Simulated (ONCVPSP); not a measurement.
**Reading a pseudo-wave (Cs (Z = 55))**

Columns: radius, all-electron u(r) and pseudo u(r) of the 5p shell (level -13.61 eV) of caesium in the configuration [Kr] 4d10 5s2 5p6 6s1; LDA (Perdew-Wang 92), scalar-relativistic, ONCV scheme, ONCVPSP 4.0.1.

```csv
r (bohr),all-electron,pseudo
0.155,0.1638,0.0151
0.310,0.0951,0.0590
0.465,-0.3046,0.1279
0.620,-0.3850,0.2157
0.775,-0.2017,0.3152
0.930,0.0731,0.4183
1.085,0.3337,0.5169
1.240,0.5371,0.6039
1.395,0.6753,0.6736
1.550,0.7552,0.7224
1.705,0.7885,0.7488
1.860,0.7874,0.7536
2.015,0.7623,0.7389
2.170,0.7216,0.7083
2.325,0.6717,0.6656
2.480,0.6171,0.6151
2.635,0.5613,0.5609
2.790,0.5064,0.5064
2.945,0.4539,0.4538
3.100,0.4046,0.4046
3.255,0.3591,0.3591
3.410,0.3176,0.3176
3.565,0.2800,0.2800
3.720,0.2462,0.2462
3.875,0.2161,0.2161
4.030,0.1893,0.1893
```

(1) How many radial nodes do the two functions have?

(2) At about which radius was the pseudo-wave matched?

(3) Is the pseudo-wave norm-conserving?

## Answers

(1) The all-electron 5p function has n − l − 1 = 3 (the table is too coarse to show those close to the nucleus); the pseudo-wave has 0, since the states of the same l below it are removed with the core.

(2) 2.90 bohr. The columns agree to 0.0005 from 2.63 bohr on; several derivatives are matched, so the curves merge somewhat inside the radius.

(3) Yes: the ONCV scheme keeps the norm inside the radius equal to the all-electron one, which fixes the energy derivative of the logarithmic derivative at the level.
